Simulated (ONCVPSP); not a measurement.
## Reading a pseudo-wave (Mg (Z = 12))

Columns: radius, all-electron u(r) and pseudo u(r) of the 2p shell (level -51.00 eV) of magnesium in the configuration [He] 2s2 2p6 3s1.5; LDA (Perdew-Wang 92), scalar-relativistic, ONCV scheme, ONCVPSP 4.0.1.

| r (bohr) | all-electron | pseudo |
| --- | --- | --- |
| 0.070 | 0.1743 | 0.0553 |
| 0.140 | 0.4763 | 0.2100 |
| 0.210 | 0.7499 | 0.4337 |
| 0.280 | 0.9502 | 0.6853 |
| 0.350 | 1.0753 | 0.9212 |
| 0.420 | 1.1365 | 1.1063 |
| 0.490 | 1.1492 | 1.2190 |
| 0.560 | 1.1278 | 1.2558 |
| 0.630 | 1.0832 | 1.2259 |
| 0.700 | 1.0243 | 1.1488 |
| 0.770 | 0.9572 | 1.0466 |
| 0.840 | 0.8863 | 0.9385 |
| 0.910 | 0.8148 | 0.8379 |
| 0.980 | 0.7447 | 0.7511 |
| 1.050 | 0.6774 | 0.6779 |
| 1.120 | 0.6138 | 0.6138 |
| 1.190 | 0.5543 | 0.5542 |
| 1.260 | 0.4991 | 0.4991 |
| 1.330 | 0.4484 | 0.4483 |
| 1.400 | 0.4019 | 0.4019 |
| 1.470 | 0.3597 | 0.3597 |
| 1.540 | 0.3214 | 0.3213 |
| 1.610 | 0.2868 | 0.2868 |
| 1.680 | 0.2556 | 0.2556 |
| 1.750 | 0.2276 | 0.2275 |
| 1.820 | 0.2024 | 0.2024 |

(1) How many radial nodes do the two functions have?

(2) At about which radius was the pseudo-wave matched?

(3) Where does each function peak?

(4) Is the pseudo-wave norm-conserving?

Answers

(1) The all-electron 2p function has n − l − 1 = 0; the pseudo-wave has 0.

(2) 1.10 bohr, where the columns begin to agree (steps of 0.07 bohr).

(3) Outermost all-electron maximum near 0.49 bohr, pseudo maximum near 0.56 bohr (to the table’s step).

(4) Yes: the ONCV scheme keeps the norm inside the radius equal to the all-electron one, which fixes the energy derivative of the logarithmic derivative at the level.
